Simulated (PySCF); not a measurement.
From a computed spectrum to the compound

A species of 5 atoms with charge 0 has these harmonic modes (PBE0, small Gaussian bases with core potentials, PySCF 2.14.0):

```json
{"cm⁻¹": "45", "km/mol": "15.0", "symmetry": "a"}
{"cm⁻¹": "83", "km/mol": "0.9", "symmetry": "a"}
{"cm⁻¹": "90", "km/mol": "15.3", "symmetry": "b"}
{"cm⁻¹": "253", "km/mol": "5.4", "symmetry": "a"}
{"cm⁻¹": "276", "km/mol": "46.1", "symmetry": "b"}
{"cm⁻¹": "384", "km/mol": "32.7", "symmetry": "b"}
{"cm⁻¹": "406", "km/mol": "0.0", "symmetry": "a"}
{"cm⁻¹": "2668", "km/mol": "4.0", "symmetry": "b"}
{"cm⁻¹": "2669", "km/mol": "29.4", "symmetry": "a"}
```

Task: Which species is it, and in which structure?

Result: Yb(SH)2 (singlet):
```xyz
5

Yb    0.0000    0.0000   -0.2629
S     2.4175    0.0007    0.7309
H     2.9209   -0.2860   -0.4956
S    -2.4175   -0.0007    0.7309
H    -2.9209    0.2860   -0.4956
```
Ideal gas at 298.15 K and 1 bar: S = 360.2 J/(mol K), Cp = 84.9 J/(mol K), H − H(0 K) = 20.2 kJ/mol (rigid rotor, harmonic modes, spin degeneracy alone; the modes under 60 cm⁻¹ make these uncertain). 
 This is one of several that fit.
